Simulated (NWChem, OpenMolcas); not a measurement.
**TlF (SMILES [F][Tl]): the dipole moment, rung by rung**

TlF has 2 atoms, charge 0, and is taken as a singlet. As SMILES, `[F][Tl]`. Geometry: the measured bond length.

```xyz
2

F     0.0000    0.0000    0.0000
Tl    0.0000    0.0000    2.0844
```

Each level gives the dipole moment (D). The values are calculated.

```tsv
level	kind	program	value (D)	CPU time
PBE/def2-TZVPPD (core potential)	GGA	NWChem	3.87	18 s
revPBE/def2-TZVPPD (core potential)	GGA	OpenMolcas	3.86	20 s
M06-L/def2-TZVPPD (core potential)	meta-GGA	OpenMolcas	3.85	25 s
TPSS/def2-TZVPPD (core potential)	meta-GGA	OpenMolcas	3.87	27 s
B3LYP/def2-TZVPPD (core potential)	global hybrid	OpenMolcas	4.11	20 s
BHLYP/def2-TZVPPD (core potential)	global hybrid	NWChem	?	20 s
M06-2X/def2-TZVPPD (core potential)	hybrid meta-GGA	OpenMolcas	4.36	22 s
PBE0/def2-TZVPPD (core potential)	global hybrid	NWChem	?	23 s
```

Question: Estimate the missing values from the other rows.

Answer: As computed at these levels: BHLYP/def2-TZVPPD (core potential): 4.30 D; PBE0/def2-TZVPPD (core potential): 4.10 D. The values span 3.85 to 4.36 D. Times are those of the runs behind each value, whatever else they computed, on shared processors of several kinds: orders of magnitude only.
